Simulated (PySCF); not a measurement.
# Reading the logs of faulty runs: ClFH2NSi anion

These are calculations, not measurements. The program is PySCF 2.14.0, an open-source quantum chemistry code, run on an isolated molecule that a program drew, which may never have been made. The molecule is ClFH2NSi anion (charge -1, singlet), drawn as the SMILES string `N[Si-](F)Cl`.

Each row is a Hartree-Fock (HF) and frozen-core CCSD(T) single point in the aug-cc-pV(D+d)Z basis, meant for a local HF minimum. Run 1 is clean. Each other run has one planted mistake out of seven kinds, and not every kind appears here: one electron removed, one electron added, multiplicity raised by two, geometry at a saddle point, minimal basis STO-3G, one bond length entered in bohr, all coordinates scaled. The reference is restricted for singlets and unrestricted otherwise, and also for a bond in bohr. Adding or removing an electron swaps singlet and doublet. Electrons count all cores. HOMO and LUMO are orbital energies over both spins, the gradient is its largest component, and the lowest frequency (negative if imaginary) is given only where the gradient is small. Bond lengths are over the 5 bonds as drawn. T1 is the CCSD diagnostic: over 0.02 (restricted) or 0.045 (unrestricted) a single reference is doubtful.

Geometry of the clean run:
```xyz
6
ClFH2NSi anion, angstrom
N    -0.7959   -0.0111   -0.8547
Si    0.5964   -0.7078    0.0107
F     1.8695    0.0285   -0.7970
Cl    0.5878    0.8364    1.7121
H    -0.7507    0.9535   -1.1303
H    -1.1276   -0.5673   -1.6197
```

```
run  electrons  basis functions  <S^2>  HOMO (eV)  LUMO (eV)  gradient (hartree/bohr)  lowest frequency (cm^-1)  mean bond (Å)  longest bond (Å)      T1  HF (hartree)  CCSD(T) (hartree)                     mistake
  1         50              128  0.000      -3.29       3.93                  1.7e-05                       149         1.5527             2.298  0.0146    -903.67084         -904.37138                    no fault
  2         49              128  0.757     -11.67      -1.16                  1.2e-01                         -         1.5527             2.298  0.0174    -903.59333         -904.26317        one electron removed
  3         50              128  2.005       0.46       2.89                  9.1e-02                         -         1.5527             2.298  0.0368    -903.57067         -904.24994  multiplicity raised by two
  4         50               30  0.000       0.80      16.51                  3.4e-02                         -         1.5527             2.298  0.0095    -893.09084         -893.19951        minimal basis STO-3G
  5         50              128  0.832      -3.73       3.94                  2.2e-02                         -         1.7314             2.298  0.0560    -903.54535         -904.24306                           ?
  6         50              128  0.000      -2.34       4.00                  1.0e-01                         -         1.4223             2.105  0.0137    -903.62412         -904.31205                           ?
```

**Which mistake was planted in run 5, and what did it cost?**

The mean bond changes by a factor of 1.115 and the longest by 1.000, so the molecule wasn't scaled as a whole. A length L in bohr read as angstrom grows by (1/0.5292 - 1) L = 0.890 L. The 5 bonds together grew by 5 x 0.1787 = 0.894 Å, which gives L = 1.004 Å. That is the length of one of the H-N bonds, 1.004 Å in the clean geometry. So the mistake is: one bond length entered in bohr. Subtracting run 1 and multiplying by 627.51 kcal/mol a hartree, the energy moved by 78.7 kcal/mol in HF and 80.5 kcal/mol in CCSD(T).

**Which mistake was planted in run 6, and what did it cost?**

The mean and the longest bond both change by the same factor, 0.916, and the gradient is no longer small. So the mistake is: all coordinates scaled. Subtracting run 1 and multiplying by 627.51 kcal/mol a hartree, the energy moved by 29.3 kcal/mol in HF and 37.2 kcal/mol in CCSD(T).

Cautions from the logs. Run 3: the HOMO is above zero, so the electron isn't bound and the energy depends on the basis; run 4: the HOMO is above zero, so the electron isn't bound and the energy depends on the basis; run 5: T1 is over the limit, so its CCSD(T) energy is less reliable.
